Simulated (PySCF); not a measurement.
# S²⁺ (sulfur, charge +2) across methods

[Ne] 3s2 3p1 4s1, high-spin 3P determinant (an excited configuration). Computed with PySCF 2.14 in aug-cc-pV(D+d)Z (5s4p3d, 32 functions), with the non-relativistic Hamiltonian (point nucleus).

| method | E (hartree) | mean ε 3s β (eV) | mean ε 3p α (eV) | mean ε 4s α (eV) | Σ⟨r²⟩ (bohr²) | ⟨S²⟩ |
| --- | --- | --- | --- | --- | --- | --- |
| BHandHLYP | -396.2190 | -46.551 | -36.794 | -15.310 | 28.56 | 2.005 |
| wB97X-V | -396.1380 | -47.801 | -37.796 | -16.362 | 28.66 | 2.003 |
| PW91 | -396.1840 | -43.716 | -33.822 | -14.460 | 28.35 | 2.003 |
| PBE | -396.0301 | -43.633 | -33.748 | -14.419 | 28.41 | 2.003 |
| r2SCAN | -396.1524 | -43.953 | -34.300 | -14.408 | 28.81 | 2.006 |
| UHF | -395.66283 | -48.236 | -39.615 | -16.157 | 29.17 | 2.010 |
| r2SCAN0 | -396.1558 | -45.313 | -35.766 | -14.938 | 28.77 | 2.007 |
| LDA | -394.8096 | -43.791 | -33.577 | -14.508 | 28.26 | 2.001 |
| PBE0 | -396.0599 | -45.111 | -35.393 | -14.955 | 28.58 | 2.004 |

The outer electron is Rydberg-like, and this basis confines it to a smaller radius and binds it less than a complete one would.
